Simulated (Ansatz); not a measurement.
Computed with Ansatz.

`CC1([SiH3])C[SiH2]1` at its PBE0-D4/def2-TZVP geometry, where that method's forces vanish. The species carries charge 0 and has multiplicity 1.

```tsv
atom	x (Å)	y (Å)	z (Å)
C1	0.768	1.460	0.003
C2	0.063	0.116	-0.018
Si3	-0.637	-0.395	-1.658
C4	0.744	-1.012	0.803
Si5	-0.864	-0.434	1.497
H6	1.660	1.445	-0.632
H7	0.116	2.262	-0.353
H8	1.094	1.729	1.013
H9	-1.613	0.616	-2.151
H10	-1.326	-1.708	-1.522
H11	0.438	-0.541	-2.682
H12	0.812	-1.995	0.346
H13	1.662	-0.722	1.306
H14	-2.070	-1.281	1.374
H15	-0.847	0.460	2.674
```

(1) For each bond, give half the difference of the two atoms' forces along it (eV/Å; positive pushes the atoms apart) under PBE-D4, r2SCAN-D4, B3LYP-D4, ωB97M-V in def2-TZVPP. (Estimate.)

## Answers

(1) The calculation gave: 
| bond | length (Å) | PBE-D4 | r2SCAN-D4 | B3LYP-D4 | ωB97M-V |
| --- | --- | --- | --- | --- | --- |
| C1–C2 | 1.517 | -0.03 | 0.10 | 0.15 | 0.20 |
| C1–H6 | 1.096 | 0.12 | -0.02 | -0.06 | -0.09 |
| C1–H7 | 1.093 | 0.10 | -0.04 | -0.07 | -0.07 |
| C1–H8 | 1.095 | 0.11 | -0.03 | -0.07 | -0.07 |
| C2–Si3 | 1.856 | 0.00 | -0.04 | 0.02 | -0.02 |
| C2–C4 | 1.552 | 0.07 | 0.13 | 0.18 | 0.13 |
| C2–Si5 | 1.859 | 0.21 | 0.10 | 0.12 | -0.01 |
| Si3–H9 | 1.488 | 0.06 | -0.03 | -0.08 | -0.09 |
| Si3–H10 | 1.489 | 0.06 | -0.03 | -0.07 | -0.09 |
| Si3–H11 | 1.492 | 0.07 | -0.02 | -0.09 | -0.12 |
| C4–H12 | 1.086 | 0.07 | -0.05 | -0.11 | -0.08 |
| C4–H13 | 1.087 | 0.08 | -0.05 | -0.11 | -0.08 |
| Si5–H14 | 1.478 | -0.02 | -0.05 | -0.11 | -0.10 |
| Si5–H15 | 1.479 | 0.00 | -0.05 | -0.13 | -0.12 |

B3LYP here is the variant with VWN-RPA as its local correlation; programs differ in this.
